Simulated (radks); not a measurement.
The mean radii <r> (bohr) of the occupied orbitals of an atom or ion are listed with their occupations. Calculated with a radial shooting solver on a logarithmic mesh with Libxc functionals: Dirac Kohn-Sham, PBE, spin-unpolarised, spherical densities, point nucleus.

orbital  occ.      <r>
1s1/2       2  0.08573
2s1/2       2   0.4139
2p1/2       2   0.3751
2p3/2       4   0.3775
3s1/2       2    1.406
3p1/2       2    1.657
3p3/2       4    1.668

Name the element and its charge. Open shells, if any, fill j = l - 1/2 first.

Answer. Z = 18, argon, charge 0: Ar in [Ar]. The 1s radius gives Z: for a bare nucleus <r> = (2 gamma + 1)/(2Z) with gamma = sqrt(1 - (Z/c)^2), 0.08285 bohr for Z = 18, and screening makes it slightly larger (0.08573 here). The occupations add up to 18, and the charge is Z minus that.
